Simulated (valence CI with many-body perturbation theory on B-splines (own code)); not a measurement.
**Zn²⁴⁺: what each term of the Hamiltonian does**

Computed by relativistic CI+MBPT: four valence electrons over a frozen Dirac-Fock core [He], radial functions for each j: 11 s, 11 p, 9 d, 7 f, 5 g, 2 h, 1 i, with the one-electron correlation potential Σ1 (screened to all orders), the two-electron term Σ2, the three-electron term Σ3, Breit, model QED; selected single and double excitations, second order for the rest (own B-spline code, finite nucleus).

No measured levels were compared; by estimate levels of excited configurations hold to 0.05 to 0.15 % of their energy, terms of the ground configuration to about 0.5 %. Among the levels kept, up to 250 cm⁻¹ of a level comes from second order outside the variational space, and about a tenth of that is noise between levels of different J, which matters for small intervals.

Each rung adds one term. CI alone is the Dirac-Coulomb CI over the frozen core; QED comes last and gives the full result, which names the levels. Energies are above 2s2 2p2 3P_0 on the same rung, in eV.

Names give the largest LS component (configuration and term), which can be under half, so a name can repeat, a term be missing and a line seem to break the LS rules; names also repeat where a configuration has a term twice. Letters in brackets count levels of one name in rising energy.

| Level | CI alone | Σ1 | Σ2 | Σ3 | Breit | QED | Full |
| --- | --- | --- | --- | --- | --- | --- | --- |
| 2s2 2p2 3P_1 | 20.1 | +0.02 | -0.03 | +0.01 | -0.65 | +0.06 | 19.5 |
| 2s2 2p2 3P_2 | 28.1 | +0.03 | -0.01 | -0.01 | -1.18 | +0.07 | 27.0 |
| 2s2 2p2 1D_2 | 54.6 | +0.04 | 0.00 | -0.02 | -1.57 | +0.11 | 53.2 |
| 2s2 2p2 1S_0 | 73.1 | +0.04 | +0.10 | -0.05 | -1.09 | +0.09 | 72.2 |
| 2s 2p3 5S°_2 | 88.7 | -0.15 | -0.08 | +0.03 | -0.64 | -0.64 | 87.2 |
| 2s 2p3 3D°_1 | 128.4 | -0.15 | -0.12 | -0.04 | -0.20 | -0.66 | 127.3 |
| 2s 2p3 3D°_2 | 130.7 | -0.14 | -0.11 | -0.03 | -0.47 | -0.64 | 129.3 |
| 2s 2p3 3D°_3 | 139.1 | -0.13 | -0.11 | -0.03 | -1.40 | -0.62 | 136.8 |
| 2s 2p3 3P°_0 | 154.8 | -0.13 | -0.07 | -0.05 | -0.42 | -0.62 | 153.5 |
| 2s 2p3 3P°_1 | 157.7 | -0.13 | -0.11 | -0.05 | -0.74 | -0.61 | 156.0 |
| 2s 2p3 3P°_2 | 162.6 | -0.12 | -0.13 | -0.06 | -1.14 | -0.60 | 160.6 |
| 2s 2p3 3S°_1 | 179.0 | -0.14 | -0.39 | -0.12 | -0.57 | -0.64 | 177.1 |
| 2s 2p3 1D°_2 | 190.3 | -0.12 | -0.27 | -0.10 | -1.26 | -0.60 | 187.9 |
| 2s 2p3 1P°_1 | 212.7 | -0.11 | -0.31 | -0.12 | -1.20 | -0.58 | 210.4 |
| 2p4 3P_2 | 263.9 | -0.31 | -0.44 | -0.11 | -0.19 | -1.35 | 261.5 |
| 2p4 3P_0 | 280.5 | -0.30 | -0.42 | -0.12 | +0.03 | -1.33 | 278.4 |
| 2p4 3P_1 | 287.3 | -0.29 | -0.44 | -0.11 | -0.57 | -1.30 | 284.6 |
| 2p4 1D_2 | 298.4 | -0.29 | -0.40 | -0.11 | -0.96 | -1.30 | 295.3 |
| 2p4 1S_0 | 337.8 | -0.26 | -0.37 | -0.13 | -0.88 | -1.23 | 335.0 |
| 2s2 2p 3s 3P°_0 | 1327.1 | +0.29 | 0.00 | -0.07 | -1.48 | +0.25 | 1326.1 |
| 2s2 2p 3s 3P°_1 | 1328.6 | +0.29 | -0.02 | -0.07 | -1.54 | +0.25 | 1327.5 |
| 2s2 2p 3p 3D_1 | 1353.8 | +0.25 | -0.02 | -0.07 | -1.31 | +0.04 | 1352.7 |
| 2s2 2p 3s 3P°_2 | 1355.2 | +0.31 | -0.01 | -0.07 | -2.32 | +0.30 | 1353.4 |
| 2s2 2p 3s 1P°_1 | 1358.5 | +0.31 | -0.03 | -0.07 | -2.29 | +0.30 | 1356.8 |
| 2s2 2p 3p 3P_1 [a] | 1365.4 | +0.25 | -0.03 | -0.07 | -1.47 | +0.04 | 1364.1 |
| 2s2 2p 3p 3P_0 | 1365.5 | +0.25 | -0.04 | -0.07 | -1.24 | +0.02 | 1364.5 |
| 2s2 2p 3p 3D_2 | 1366.4 | +0.26 | -0.03 | -0.07 | -1.60 | +0.06 | 1365.0 |
| 2s2 2p 3p 3P_1 [b] | 1385.9 | +0.27 | -0.04 | -0.07 | -2.01 | +0.07 | 1384.1 |
| 2s2 2p 3p 3P_2 | 1389.0 | +0.27 | -0.04 | -0.07 | -2.13 | +0.08 | 1387.1 |
| 2s2 2p 3p 3D_3 | 1390.0 | +0.28 | -0.02 | -0.07 | -2.35 | +0.11 | 1387.9 |
| 2s2 2p 3p 3S_1 | 1390.4 | +0.26 | -0.02 | -0.07 | -2.13 | +0.07 | 1388.5 |

The middle columns are the shifts that each term adds.

Task: How does the ionisation energy move along the ladder, and which term matters most?

Result: CI alone 2362.9, + Σ1 2363.3, + Σ2 2363.2, + Σ3 2363.2, + Breit 2361.4, + QED 2361.5 eV. The largest step is Breit, -1.8 eV. NIST lists 2358 ± 1.6 eV (semi-empirical).
